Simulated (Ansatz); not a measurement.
System: C5H10Cl, net charge 0, doublet state. It need not be the lowest isomer of its formula. SMILES: CCCC[CH]Cl
Geometry from a B3LYP-D3(BJ)/def2-TZVP (Ansatz, an electronic-structure program) optimisation:
```xyz
16

C     -3.3095    -0.6200    -0.0957
C     -1.9682    -0.9846     0.5339
C     -0.7797    -0.3984    -0.2227
C      0.5731    -0.7660     0.4180
C      1.7503    -0.2039    -0.2829
Cl     2.0790     1.4797    -0.1610
H     -3.3741    -0.9866    -1.1229
H     -3.4485     0.4633    -0.1227
H     -4.1426    -1.0490     0.4639
H     -1.8675    -2.0740     0.5782
H     -1.9417    -0.6340     1.5707
H     -0.8667     0.6909    -0.2610
H     -0.7924    -0.7480    -1.2597
H      0.6774    -1.8555     0.4340
H      0.5703    -0.4296     1.4602
H      2.2466    -0.6941    -1.1071
```
Charge 0, spin multiplicity 2.

Property: atomisation energy (electronic, to ground-state atoms), in kcal/mol. Valence correlation only, unless marked. UHF or UKS for open shells. No spin-orbit coupling. No relativistic terms. The coupled-cluster limit lacks core correlation, which all-electron functionals hold. CBS marks a two-point X^-3 extrapolation of the correlation energy; Hartree-Fock from the larger set. [CCSD(T)-MP2]/basis is that difference in the basis named.

| level | program | atomisation energy (kcal/mol) | minus last row |
|---|---|---|---|
| PBE0/def2-TZVP | Ansatz | 1479.1 | 9.3 |
| r2SCAN0/def2-TZVPD | Ansatz | 1463.2 | -6.6 |
| HSE06-D4/def2-TZVPD | Ansatz + dftd4 | 1486.6 | 16.8 |
| LC-wPBE-D4/def2-TZVPD | Ansatz + dftd4 | 1479.5 | 9.7 |
| SCS-MP2/6-31G* | Ansatz | 1348.3 | -121.5 |
| CCSD/cc-pV(D+d)Z | Ansatz | 1358.2 | -111.6 |
| RI-MP2/CBS(cc-pV(T+d)Z,cc-pV(Q+d)Z)+[CCSD(T)-MP2]/cc-pV(T+d)Z | Ansatz | 1469.8 | 0.0 |
